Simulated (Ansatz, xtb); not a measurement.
# C3H10Si: which of two isomers lies lower

We compare a, `CCC[SiH3]`, a singlet, with b, `CC[SiH2]C`, a singlet. Both are isolated molecules in the gas phase, relaxed with PBE0-D3(BJ)/pcseg-1; the shapes shown needn't be the lowest conformers.

a (Å):

```xyz
14

C    -1.6585   -0.5305    0.3584
C    -0.3079   -1.1160    0.7368
C     0.7474   -0.9513   -0.3542
Si    2.4368   -1.6634    0.0864
H    -2.3945   -0.6648    1.1610
H    -1.5807    0.5455    0.1543
H    -2.0591   -1.0095   -0.5447
H     0.0462   -0.6434    1.6653
H    -0.4277   -2.1837    0.9742
H     0.8804    0.1145   -0.5966
H     0.4085   -1.4301   -1.2861
H     3.4031   -1.4591   -1.0347
H     2.9796   -0.9981    1.3103
H     2.3296   -3.1290    0.3616
```

b (Å):

```xyz
14

C    -2.2867    0.4310   -0.0624
C    -0.7640    0.5190   -0.0533
C    -0.5255    1.0196   -3.1142
Si    0.0599   -0.0195   -1.6623
H    -2.7168    0.7375    0.9000
H    -2.6302   -0.5928   -0.2611
H    -2.7268    1.0773   -0.8329
H    -0.3498   -0.0984    0.7577
H    -0.4403    1.5482    0.1648
H     1.5448    0.1032   -1.5215
H    -0.2600   -1.4593   -1.9232
H    -1.6066    0.9133   -3.2678
H    -0.3091    2.0827   -2.9485
H    -0.0251    0.7154   -4.0418
```

Quicker runs give these differences E(b) − E(a): GFN2-xTB +0.248 eV; HF/STO-3G −0.397 eV (at GFN2-xTB geometries); r2SCAN-D4/def2-SVP −0.371 eV (at GFN2-xTB geometries).

Question: Estimate E(b) − E(a) at the level CCSD(T)/def2-SVP + ΔMP2/def2-TZVPP.

Answer: Calculated at CCSD(T)/def2-SVP + ΔMP2/def2-TZVPP: E(b) − E(a) = −0.391 eV, so structure b lies lower.

How the difference moves with the method:

```
                             level             geometry  E(b) − E(a) (eV)  departure from the last row (eV)  job, with rough time for the two
                          GFN2-xTB             GFN2-xTB              +0.248                            +0.638               optimisation, 0.3 s
                         HF/STO-3G             GFN2-xTB              −0.397                            −0.006              single point, 0.92 s
                r2SCAN-D4/def2-SVP             GFN2-xTB              −0.371                            +0.019               single point, 6.9 s
               PBE0-D3(BJ)/pcseg-1  PBE0-D3(BJ)/pcseg-1              −0.374                            +0.017                optimisation, 84 s
                       HF/def2-SVP  PBE0-D3(BJ)/pcseg-1              −0.306                            +0.084           part of the CCSD(T) run
                      MP2/def2-SVP  PBE0-D3(BJ)/pcseg-1              −0.300                            +0.090           part of the CCSD(T) run
                  CCSD(T)/def2-SVP  PBE0-D3(BJ)/pcseg-1              −0.269                            +0.121                      single point
CCSD(T)/def2-SVP + ΔMP2/def2-TZVPP  PBE0-D3(BJ)/pcseg-1              −0.391                                                  single point, 73 s
```

As drawn, b has 1 C–Si, 1 C–H in place of 1 C–C, 1 Si–H.

GFN2-xTB puts the two in the other order. The largest departure from CCSD(T)/def2-SVP + ΔMP2/def2-TZVPP is that of GFN2-xTB, 0.638 eV. The last row adds to CCSD(T) the change of the MP2 difference between the two basis sets, here −0.121 eV.

With harmonic frequencies from PBE0-D3(BJ)/pcseg-1 (ideal gas, rigid rotor, one conformer each, 298.15 K, 1 atm): on the last row, ΔE + ΔZPE = −0.374, ΔH = −0.365, ΔG = −0.385 eV.

The correlated steps freeze 8 core orbitals. Mirror images aren't counted in ΔG. Programs: Ansatz 0.2.0, xtb 6.7.1; the last row on 2 threads of AMD EPYC (Zen 3) on a shared host.
